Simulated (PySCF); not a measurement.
Species: CH₆B₃F₂N₃O.
Structure used (PBE0-D3(BJ)/def2-SVP), in Å, numbered top down from 1:
```
atom  x, y, z in Å
F1    -2.580    1.621    0.051
C2    -2.717    0.277    0.190
F3    -3.917   -0.053   -0.285
O4    -1.779   -0.374   -0.525
B5    -0.412   -0.224   -0.304
N6     0.465   -1.149   -0.938
B7     1.875   -1.113   -0.738
N8     2.390   -0.099    0.127
B9     1.557    0.867    0.763
N10    0.149    0.783    0.537
H11   -2.679    0.049    1.272
H12    0.061   -1.864   -1.531
H13    2.605   -1.910   -1.278
H14    3.388   -0.055    0.281
H15    2.020    1.734    1.467
H16   -0.445    1.506    0.922
```

Level of theory: TDDFT B3LYP/def2-SVPD, vertical, gas phase, core orbitals frozen in the response in PySCF.

Ground-to-excited transition dipoles (e·a0, same axes as the geometry; the sign carries no meaning), for the states with f of 0.002 or more among the lowest 7:

| state | E (eV) | μx | μy | μz |
| --- | --- | --- | --- | --- |
| S1 | 6.752 | 0.025 | -0.305 | -0.273 |
| S2 | 7.022 | -0.241 | 0.044 | 0.070 |
| S3 | 7.327 | -0.125 | -0.140 | -0.139 |
| S4 | 7.421 | 0.110 | 0.135 | 0.183 |
| S5 | 7.583 | -0.783 | -0.151 | 0.218 |
| S6 | 7.701 | -0.651 | 0.106 | 0.228 |
| S7 | 7.742 | -0.662 | 0.349 | -0.268 |

Question: What oscillator strength does each state have?

Answer: f = (2/3) ΔE |μ|² with ΔE in hartree (27.2114 eV).

| state | \|μ\|² (au) | \|μ\| (D) | f |
| --- | --- | --- | --- |
| S1 | 0.168 | 1.04 | 0.028 |
| S2 | 0.065 | 0.65 | 0.011 |
| S3 | 0.055 | 0.59 | 0.010 |
| S4 | 0.064 | 0.64 | 0.012 |
| S5 | 0.684 | 2.10 | 0.127 |
| S6 | 0.488 | 1.77 | 0.092 |
| S7 | 0.632 | 2.02 | 0.120 |

Question: Which bond between heavy atoms lies closest to the direction of the S5 transition dipole?

Answer: O4–B5, N6–B7 and B9–N10, at 25° from it; next C2–F3 at 36°.

Question: What angle do the transition dipoles of S1 and S7 make?

Answer: |cos θ| = |μa·μb| / (|μa| |μb|) = 0.15, so θ ≈ 81° (taken between 0 and 90°, since the signs are arbitrary).

Question: How is the summed strength of these states shared among x, y and z?

Answer: (2/3) Σ ΔE μα² gives 0.292 for x, 0.052 for y and 0.055 for z, 0.399 in all.

All these states lie below the vertical ionisation energy of 10.03 eV (ΔSCF).

One conformer stands for the species.
